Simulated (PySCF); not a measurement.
C4H5, doublet (typed; the unrestricted solution is spin-contaminated), geometry from GFN2-xTB; CCSD(T)/STO-3G (PySCF).

PySCF was given this input:
```python
from pyscf import gto, scf, cc

mol = gto.Mole()
mol.atom = '''
    C    -0.004878   -0.077144    0.263949
    C     0.198556   -0.718365   -0.916368
    C    -0.063830    0.736041   -0.991915
    C    -0.103072   -0.069384    1.602210
    H     0.400798   -1.598282   -1.472232
    H     0.748833    1.416627   -1.231052
    H    -1.023224    1.090278   -1.359183
    H     0.022160   -0.973491    2.172999
    H    -0.309221    0.837978    2.142213
'''
mol.basis = 'sto-3g'
mol.charge = 0
mol.spin = 1
mol.verbose = 4
mol.build()

mf = scf.UHF(mol)
mf.kernel()

mycc = cc.CCSD(mf, frozen=4)
mycc.kernel()
et = mycc.ccsd_t()
print('E(CCSD(T)) = %.10f' % (mycc.e_tot + et))
```

It wrote (shortened):

```
PySCF version 2.14.0

[INPUT] verbose = 4
[INPUT] num. atoms = 9
[INPUT] num. electrons = 29
[INPUT] charge = 0
[INPUT] spin (= nelec alpha-beta = 2S) = 1
[INPUT] symmetry False subgroup None
[INPUT] Mole.unit = angstrom
[INPUT] Symbol           X                Y                Z      unit          X                Y                Z       unit  Magmom
[INPUT]  1 C     -0.004878000000  -0.077144000000   0.263949000000 AA   -0.009218084036  -0.145781032153   0.498791320853 Bohr   0.0
[INPUT]  2 C      0.198556000000  -0.718365000000  -0.916368000000 AA    0.375216460389  -1.357513107473  -1.731684549315 Bohr   0.0
[INPUT]  3 C     -0.063830000000   0.736041000000  -0.991915000000 AA   -0.120621218531   1.390915906451  -1.874447688848 Bohr   0.0
[INPUT]  4 C     -0.103072000000  -0.069384000000   1.602210000000 AA   -0.194777851111  -0.131116757427   3.027738094039 Bohr   0.0
[INPUT]  5 H      0.400798000000  -1.598282000000  -1.472232000000 AA    0.757398451273  -3.020315249822  -2.782115271821 Bohr   0.0
[INPUT]  6 H      0.748833000000   1.416627000000  -1.231052000000 AA    1.415089283036   2.677037050664  -2.326351125098 Bohr   0.0
[INPUT]  7 H     -1.023224000000   1.090278000000  -1.359183000000 AA   -1.933613124082   2.060326819639  -2.568483623165 Bohr   0.0
[INPUT]  8 H      0.022160000000  -0.973491000000   2.172999000000 AA    0.041876330920  -1.839631374729   4.106372978954 Bohr   0.0
[INPUT]  9 H     -0.309221000000   0.837978000000   2.142213000000 AA   -0.584343001964   1.583548918411   4.048195870483 Bohr   0.0

nuclear repulsion = 102.595054001146
number of shells = 17
number of NR pGTOs = 75
number of NR cGTOs = 25
basis = sto-3g
ecp = {}

******** <class 'pyscf.scf.uhf.UHF'> ********
method = UHF
initial guess = minao
damping factor = 0
level_shift factor = 0
DIIS = <class 'pyscf.scf.diis.CDIIS'>
diis_start_cycle = 1
diis_space = 8
diis_damp = 0
SCF conv_tol = 1e-09
SCF conv_tol_grad = None
SCF max_cycles = 50
direct_scf = True
direct_scf_tol = 1e-13
number electrons alpha = 15  beta = 14
Set gradient conv threshold to 3.16228e-05
init E= -153.499183602826

cycle= 1 E= -152.317434298343  delta_E= 1.18  |g|= 0.192  |ddm|= 2.79
cycle= 2 E= -152.359803772133  delta_E= -0.0424  |g|= 0.0837  |ddm|= 0.359
cycle= 3 E= -152.373848295292  delta_E= -0.014  |g|= 0.0482  |ddm|= 0.202
cycle= 4 E= -152.379072626987  delta_E= -0.00522  |g|= 0.0315  |ddm|= 0.115
cycle= 5 E= -152.38257705895  delta_E= -0.0035  |g|= 0.00749  |ddm|= 0.18
cycle= 6 E= -152.382691263661  delta_E= -0.000114  |g|= 0.00408  |ddm|= 0.0194
cycle= 7 E= -152.382743957789  delta_E= -5.27e-05  |g|= 0.00112  |ddm|= 0.021
cycle= 8 E= -152.382746819723  delta_E= -2.86e-06  |g|= 0.00056  |ddm|= 0.00453
cycle= 9 E= -152.382747556723  delta_E= -7.37e-07  |g|= 0.00026  |ddm|= 0.00242
cycle= 10 E= -152.382747750598  delta_E= -1.94e-07  |g|= 0.000104  |ddm|= 0.00164
cycle= 11 E= -152.382747778846  delta_E= -2.82e-08  |g|= 3.33e-05  |ddm|= 0.000518
cycle= 12 E= -152.382747781191  delta_E= -2.35e-09  |g|= 1.32e-05  |ddm|= 0.000132
cycle= 13 E= -152.382747781528  delta_E= -3.37e-10  |g|= 4.01e-06  |ddm|= 5.16e-05
Extra cycle  E= -152.382747781547  delta_E= -1.88e-11  |g|= 2.19e-06  |ddm|= 6.65e-06
converged SCF energy = -152.382747781547  <S^2> = 1.0334894  2S+1 = 2.2658238

******** <class 'pyscf.cc.uccsd.UCCSD'> ********
CC2 = 0
CCSD nocc = (np.int64(11), np.int64(10)), nmo = (21, 21)
frozen orbitals 4
max_cycle = 50
direct = 0
conv_tol = 1e-07
conv_tol_normt = 1e-06
diis_space = 6
diis_start_cycle = 0
diis_start_energy_diff = 1e+09
Init t2, MP2 energy = -0.181677518319435
Init E_corr(UCCSD) = -0.181677518323639
cycle = 1  E_corr(UCCSD) = -0.218162050989459  dE = -0.0364845327  norm(t1,t2) = 0.0918262
cycle = 2  E_corr(UCCSD) = -0.232119825079715  dE = -0.0139577741  norm(t1,t2) = 0.0532853
cycle = 3  E_corr(UCCSD) = -0.249320718765528  dE = -0.0172008937  norm(t1,t2) = 0.0369874
cycle = 4  E_corr(UCCSD) = -0.250579124794156  dE = -0.00125840603  norm(t1,t2) = 0.0144826
cycle = 5  E_corr(UCCSD) = -0.250995268745532  dE = -0.000416143951  norm(t1,t2) = 0.00377065
cycle = 6  E_corr(UCCSD) = -0.251082150569329  dE = -8.68818238e-05  norm(t1,t2) = 0.00138137
cycle = 7  E_corr(UCCSD) = -0.25106029314154  dE = 2.18574278e-05  norm(t1,t2) = 0.000401677
cycle = 8  E_corr(UCCSD) = -0.251073779817683  dE = -1.34866761e-05  norm(t1,t2) = 0.000141277
cycle = 9  E_corr(UCCSD) = -0.251076137257451  dE = -2.35743977e-06  norm(t1,t2) = 6.39625e-05
cycle = 10  E_corr(UCCSD) = -0.251075835292571  dE = 3.0196488e-07  norm(t1,t2) = 3.13122e-05
cycle = 11  E_corr(UCCSD) = -0.251073839553376  dE = 1.9957392e-06  norm(t1,t2) = 1.86206e-05
cycle = 12  E_corr(UCCSD) = -0.251072857612434  dE = 9.81940942e-07  norm(t1,t2) = 1.09381e-05
cycle = 13  E_corr(UCCSD) = -0.251072694732401  dE = 1.62880033e-07  norm(t1,t2) = 6.49443e-06
cycle = 14  E_corr(UCCSD) = -0.251072749457157  dE = -5.47247555e-08  norm(t1,t2) = 3.05467e-06
cycle = 15  E_corr(UCCSD) = -0.251072770485217  dE = -2.102806e-08  norm(t1,t2) = 1.17915e-06
cycle = 16  E_corr(UCCSD) = -0.251072765005107  dE = 5.48010942e-09  norm(t1,t2) = 4.42948e-07
UCCSD converged
E(UCCSD) = -152.6338205465523  E_corr = -0.2510727650051073
UCCSD(T) correction = -0.00308676361069168
E(CCSD(T)) = -152.6369073102
```
